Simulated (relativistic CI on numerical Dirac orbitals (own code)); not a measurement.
# Tm53+: q coefficients and field-shift factors

Computed by Dirac-Coulomb-Breit CI, separate exchange-only KLI orbitals for each configuration, derivatives by finite differences, unscaled Slater integrals, QED left out (own radial code, finite nucleus).

CI space (outside the closed core [Ne]): 3s²3p⁴, 3s3p⁵, 3s²3p³3d, 3p⁶, 3s3p⁴3d, 3p⁵3d, 3p⁴3d², 3p³3d³. Double excitations out of closed p, d and f shells are left out; levels of such configurations are missing from the list, as are those of other unlisted configurations, and high levels can miss mixing partners.

With x = (α/α₀)² − 1 an excitation energy changes as ω = ω₀ + qx; K = 2q/ω₀ is the relative enhancement. Terms are leading LS components, so labels can repeat. The field-shift factor is F = δν/δ⟨r²⟩ for the transition from the lowest level.

Lowest level 3s²3p⁴ ³P2.

```
        Level  ω₀ (cm⁻¹)   q (cm⁻¹)      K  F (GHz/fm²)
   3s²3p⁴ ¹S0     162180       9789  0.121       -0.646
3s²3p³3d ³D°2    1737821      88600  0.102         17.4
3s²3p³3d ³D°1    1800923     107400  0.119        -6.43
3s²3p³3d ³F°3    1803721      96000  0.106         22.7
3s²3p³3d ³P°0    1804197      97470  0.108         21.7
   3s²3p⁴ ³P1    1996209  2.407e+06   2.41         -243
   3s²3p⁴ ¹D2    2071148  2.401e+06   2.32         -243
3s²3p³3d ³F°4    2232366     558800  0.501         30.9
3s²3p³3d ³D°2    2281293     614200  0.538        -62.8
3s²3p³3d ³D°3    2435394     583100  0.479           27
3s²3p³3d ³D°1    2512686     600200  0.478         8.55
   3s3p⁵ ³P°2    3370305  2.619e+06   1.55        -3850
   3s3p⁵ ¹P°1    3515249  2.601e+06   1.48        -2850
```

At this charge energies of transitions that change n are usually good to better than 1 %, and those within a shell (Δn = 0) to a few per cent.
